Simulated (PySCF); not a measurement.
Molecule (SMILES): FSF.
Geometry (B3LYP-D3(BJ)/def2-TZVP, fixed):
```xyz
3

F     -1.2130    -0.5047     0.0161
S     -0.0057     0.5532     0.0075
F      1.2232    -0.4788    -0.0294
```

Basis-set convergence of the isotropic shielding of F1 at HF with PySCF. GIAO, no density fitting; atoms are numbered in the order shown. All functions are spherical. No added dispersion term, no relativity. Reference: the value in pcSseg-3, 398.52 ppm, itself unsure by roughly 5.26 ppm (its mean distance from pcseg-3, pcSseg-2).

```json
[
 {"basis": "pcSseg-0", "functions": "31", "isotropic shielding of F1 (ppm)": "488.17"},
 {"basis": "pcseg-1", "functions": "46", "isotropic shielding of F1 (ppm)": "419.88"},
 {"basis": "6-311G**", "functions": "62", "isotropic shielding of F1 (ppm)": "424.70"},
 {"basis": "6-311+G**", "functions": "74", "isotropic shielding of F1 (ppm)": "___"},
 {"basis": "aug-cc-pV(D+d)Z", "functions": "78", "isotropic shielding of F1 (ppm)": "___"},
 {"basis": "aug-pcseg-2", "functions": "142", "isotropic shielding of F1 (ppm)": "___"},
 {"basis": "cc-pV(Q+d)Z", "functions": "174", "isotropic shielding of F1 (ppm)": "___"},
 {"basis": "pcseg-3", "functions": "184", "isotropic shielding of F1 (ppm)": "396.45"},
 {"basis": "def2-QZVPPD", "functions": "211", "isotropic shielding of F1 (ppm)": "398.53"}
]
```

Question: Complete the blanks.

Answer: 
- 6-311+G**, isotropic shielding of F1 (ppm): 419.80
- aug-cc-pV(D+d)Z, isotropic shielding of F1 (ppm): 407.46
- aug-pcseg-2, isotropic shielding of F1 (ppm): 397.91
- cc-pV(Q+d)Z, isotropic shielding of F1 (ppm): 401.95
